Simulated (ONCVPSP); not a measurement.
**Cd: excitation energies, all-electron against ONCV**

Cd, optimised norm-conserving Vanderbilt (ONCV), made with ONCVPSP 4.0.1 (PBE, fully relativistic). Core [Kr], reference 4d10 5s2. Waves: 5s: rc 2.15 bohr, ncon 4, nbas 8, qcut 2.6 1/bohr, 2 projectors, debl 3.1 Ha; p scattering state at 0.03 Ha: rc 2.00 bohr, ncon 4, nbas 7, qcut 4.8 1/bohr, 2 projectors, debl 3.8 Ha; 4d: rc 1.40 bohr, ncon 4, nbas 9, qcut 12.2 1/bohr, 2 projectors, debl 1.8 Ha. Local part: polynomial inside 1.05 bohr (lpopt 4, dvloc0 0 Ha). Core correction: none.

Open shells are filled in proportion to 2j + 1.

Energies are relative to the spin-unpolarised reference configuration 4d10 5s2; without spin polarisation the order of configurations can differ from experiment.

**Question.** Give the all-electron excitation energy and the error of the potential for: 4d10 5s1; 4d10 5s0; 4d9 5s0; 4d10 5s1 5p1.

**Answer.**

```csv
valence configuration,charge,ΔE all-electron (eV),error AE − PS (meV)
4d10 5s1,+1,9.274,+3.1
4d10 5s0,+2,26.401,+32
4d9 5s0,+3,64.408,+104
4d10 5s1 5p1,0,4.659,+0.7
```

Note: ghosts flagged at negative energy: s at -42.8 eV, p3/2 at -29.0 eV, p1/2 at -27.1 eV; GHOST(+) flagged for p3/2 at 582.9 eV. A true bound ghost makes a file unfit for plane-wave use.
